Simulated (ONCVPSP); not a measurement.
Transferability test, ONCV potential for Ga

Ga (Z = 31), optimised norm-conserving Vanderbilt (ONCV), made with ONCVPSP 4.0.1 (PBE, scalar-relativistic). Core [Ar] 3d10, reference 4s2 (charge +1). Waves: 4s: rc 1.90 bohr, ncon 3, nbas 7, qcut 2.7 1/bohr, 3 projectors, debl 3.7 Ha; p scattering state at 0.05 Ha: rc 2.05 bohr, ncon 4, nbas 7, qcut 3.6 1/bohr, 1 projector. Local part: polynomial inside 1.70 bohr (lpopt 3, dvloc0 3 Ha). Core correction: Teter function fitted to the true core (icmod 2), fcfact 0.6.

Energies are relative to the spin-unpolarised reference configuration 4s2; without spin polarisation the order of configurations can differ from experiment.

| valence configuration | charge | ΔE all-electron (eV) | error AE − PS (meV) |
| --- | --- | --- | --- |
| 4s2 4p1 | 0 | -5.688 | +23 |
| 4s1 | +2 | 21.128 | -98 |
| 4s2 4p0.5 | +0.5 | -3.658 | +11 |
| 4s0 4p3 | 0 | 7.683 | +0.7 |
